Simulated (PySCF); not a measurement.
**Phosphorus: a sound run and one with changed settings**

Sound run: P⁺ [Ne] 3s2 3p2, P²⁺ [Ne] 3s2 3p1. Computed with PySCF 2.14 in cc-pVDZ-DK, with the spin-free X2C one-electron Hamiltonian (Gaussian nucleus). In the sound run the correlated levels freeze [Ne]. The sound run starts from symmetry-adapted Hartree-Fock orbitals and uses a fine grid where one is needed.

Changed run: basis STO-3G, all-electron and non-relativistic. This setting is unsound on purpose.

```csv
species,method,sound run (hartree),changed run (hartree),converged
P⁺,UHF,-341.15877,-336.62453,yes
P⁺,B3LYP,-341.71765,-337.09425,yes
P⁺,LDA,-340.40447,-335.77920,yes
P⁺,MP2,-341.20817,-336.63238,yes
P⁺,CCSD(T),-341.22954,-336.63868,yes
P²⁺,UHF,-340.45437,-335.95185,yes
P²⁺,B3LYP,-340.99148,-336.39415,yes
P²⁺,LDA,-339.67578,-335.07813,yes
P²⁺,MP2,-340.49260,-335.96803,yes
P²⁺,CCSD(T),-340.51279,-335.98011,yes
```

Ionisation energy of P⁺:

```json
{"method": "UHF", "sound run (eV)": "19.168", "changed run (eV)": "18.304"}
{"method": "B3LYP", "sound run (eV)": "19.760", "changed run (eV)": "19.051"}
{"method": "LDA", "sound run (eV)": "19.829", "changed run (eV)": "19.077"}
{"method": "MP2", "sound run (eV)": "19.472", "changed run (eV)": "18.078"}
{"method": "SCS-MP2", "sound run (eV)": "19.395", "changed run (eV)": "18.032"}
{"method": "CCSD", "sound run (eV)": "19.495", "changed run (eV)": "17.921"}
{"method": "CCSD(T)", "sound run (eV)": "19.504", "changed run (eV)": "17.921"}
```

A minimal basis cannot let orbitals breathe on ionisation and holds almost no correlation. The Hamiltonian changed with the basis, so the totals do not compare.

For comparison, NIST gives 19.769 eV between the lowest levels.
